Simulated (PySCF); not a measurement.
## Partial charges of `C#Cc1pcc(C)cc1C`

Species: C9H9P.
Geometry (PBE0-D3(BJ)/def2-SVP, Å), atoms numbered from 1 in this order:
```
atom  x, y, z in Å
C1    -3.2959    1.8125    1.0140
C2    -2.2061    1.3048    0.8365
C3    -0.9227    0.7160    0.6439
P4     0.2124    0.8976    1.9689
C5     1.5874    0.0683    1.3304
C6     1.6803   -0.5540    0.0844
C7     2.9434   -1.2697   -0.3080
C8     0.5979   -0.5473   -0.8048
C9    -0.6442    0.0439   -0.5679
C10   -1.7101   -0.0320   -1.6222
H11   -4.2587    2.2593    1.1779
H12    2.4687    0.0358    1.9817
H13    2.8727   -2.3418   -0.0586
H14    3.1297   -1.1980   -1.3895
H15    3.8170   -0.8656    0.2222
H16    0.7348   -1.0462   -1.7692
H17   -1.3594   -0.5762   -2.5094
H18   -2.6091   -0.5351   -1.2334
H19   -2.0287    0.9759   -1.9306
```

Density: PBE0/pcSseg-1 (PySCF); schemes: Mulliken, IAO, Hirshfeld and ESP-fitted. Geometry: PBE0-D3(BJ)/def2-SVP; no solvent, vibrations or thermal averaging.

**Question.** For which atoms does the sign change between the 4 schemes (beyond +0.03 e in one, beyond −0.03 e in another)?

**Answer.** C2, C3, P4, C6 and C9.

**Question.** Do the Mulliken, IAO, Hirshfeld and ESP-fitted schemes agree on where the charge is highest?

**Answer.** The schemes don't all agree: Mulliken P4 (+0.562); IAO P4 (+0.402); Hirshfeld P4 (+0.100); ESP-fitted H11 (+0.310).

**Question.** Tabulate the Mulliken, IAO, Hirshfeld and ESP-fitted charges.

**Answer.** In e:

```tsv
atom	environment	Mulliken	IAO	Hirshfeld	ESP-fitted
C1	terminal alkyne carbon	-0.401	-0.238	-0.108	-0.443
C2	alkyne carbon	+0.397	-0.028	-0.050	+0.038
C3	substituted aromatic carbon	-0.545	-0.248	-0.059	+0.117
P4	phosphorus bonded to 2 C	+0.562	+0.402	+0.100	-0.134
C5	aromatic CH carbon	-0.363	-0.396	-0.117	-0.152
C6	substituted aromatic carbon	-0.250	+0.040	+0.018	+0.131
C7	benzylic-type carbon	-0.150	-0.417	-0.111	-0.505
C8	aromatic CH carbon	-0.011	-0.159	-0.051	-0.213
C9	substituted aromatic carbon	-0.181	+0.047	+0.023	+0.080
C10	benzylic-type carbon	-0.126	-0.418	-0.115	-0.464
H11	alkyne hydrogen	+0.065	+0.203	+0.096	+0.310
H12	aromatic hydrogen	+0.117	+0.156	+0.043	+0.165
H13	methyl hydrogen	+0.145	+0.157	+0.050	+0.158
H14	methyl hydrogen	+0.128	+0.148	+0.048	+0.154
H15	methyl hydrogen	+0.126	+0.149	+0.049	+0.147
H16	aromatic hydrogen	+0.077	+0.141	+0.047	+0.166
H17	methyl hydrogen	+0.116	+0.142	+0.046	+0.139
H18	methyl hydrogen	+0.147	+0.160	+0.046	+0.152
H19	methyl hydrogen	+0.147	+0.160	+0.046	+0.152
```

Mean size of the charges over all atoms: Mulliken 0.213 e, ESP-fitted 0.201 e, IAO 0.200 e, Hirshfeld 0.064 e. Each set sums to the total charge, 0, to within 0.001 e. The Hirshfeld scheme weights the molecular density at each point by an atom's share of the summed free-atom densities.

**Question.** How many electrons does the ESP-fitted scheme count on C1?

**Answer.** Z − q = 6 − (-0.443) = 6.443.

**Question.** How closely do the schemes follow one another over all atoms?

**Answer.** Correlation coefficient and root-mean-square difference: IAO with Hirshfeld 0.97, 0.166 e; Hirshfeld with ESP-fitted 0.79, 0.187 e; IAO with ESP-fitted 0.73, 0.172 e; Mulliken with IAO 0.73, 0.187 e; Mulliken with Hirshfeld 0.64, 0.226 e; Mulliken with ESP-fitted 0.31, 0.296 e.
